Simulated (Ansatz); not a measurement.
Total energies of the cluster Mg₂Se₂ from Ansatz at PBE-D4/def2-TZVP, gas phase (1 Eh = 27.2114 eV = 2625.5 kJ/mol). The reference geometry is relaxed at r2SCAN-D4/def2-SVP.

```tsv
atom	x (Å)	y (Å)	z (Å)
Mg1	1.036	0.824	0.309
Mg2	-1.036	-0.824	-0.309
Se3	0.943	-0.532	-1.745
Se4	-0.943	0.532	1.745
```

| state | geometry | energy (Eh) |
| --- | --- | --- |
| charge 0 singlet | reference | -5202.45929 |
| charge 1 doublet | reference | -5202.18332 |
| charge 0 triplet | relaxed at r2SCAN-D4/def2-SVP | -5202.40359 |
| charge 0 quintet | relaxed at r2SCAN-D4/def2-SVP | -5202.31374 |
| free Mg atom (singlet) | – | -199.94297 |
| free Se atom (triplet) | – | -2401.12489 |

Task: Work out the vertical ionisation energy to the doublet.

Result: E(charge 1 doublet) − E(charge 0 singlet) = -5202.18332 − (-5202.45929) = 0.27597 Eh = 7.51 eV. For comparison, −ε of the highest occupied level is 5.00 eV at this level, 2.51 eV less.

Task: Which of the charge 0 states is lowest, and how far above it are the others?

Result: The singlet. triplet: -5202.40359 − (-5202.45929) = 0.05570 Eh = 146.2 kJ/mol; quintet: -5202.31374 − (-5202.45929) = 0.14555 Eh = 382.1 kJ/mol. The quintet differs in its bonds from the reference.

Task: What is the binding energy per atom against free atoms?

Result: Atoms: 2 × (-199.94297) + 2 × (-2401.12489) = -5202.13572 Eh. Binding: -5202.13572 − (-5202.45929) = 0.32357 Eh = 8.80 eV, or 2.20 eV for each of 4 atoms (no zero-point energy, no counterpoise term).

The structure comes from a short search, and lower isomers may exist.
